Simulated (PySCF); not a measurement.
# Working out the ionisation energy of Zn²⁺

Zn²⁺ [Ar] 3d10 (1S) → Zn³⁺ [Ar] 3d9 (2D). Calculation: PySCF 2.14, in aug-cc-pVTZ-PP with ECP10MDF; scalar relativity through the core potential. Frozen: 3s2 3p6. Energies in hartree (1 hartree = 27.21139 eV):

```
            part  Zn²⁺ (lower)  Zn³⁺ (upper)
             UHF   -225.057365   -223.697847
CCSD correlation     -0.409507     -0.320804
             (T)     -0.010772     -0.005734
```

**Question.** What does Hartree-Fock give?

**Answer.** (-223.697847) − (-225.057365) = 1.359518 hartree = 36.994 eV.

**Question.** What do CCSD and CCSD(T) give?

**Answer.** The CCSD correlation energies differ by 0.088703 hartree = 2.414 eV and the triples by 0.005038 hartree = 0.137 eV, so CCSD gives 39.408 eV and CCSD(T) 39.545 eV.

Reference: 39.723 eV (measured; NIST Atomic Spectra Database, ionization energies), between the lowest levels; spin-orbit coupling is absent from the calculation.

What remains against the reference includes basis incompleteness, the frozen core and higher excitations.
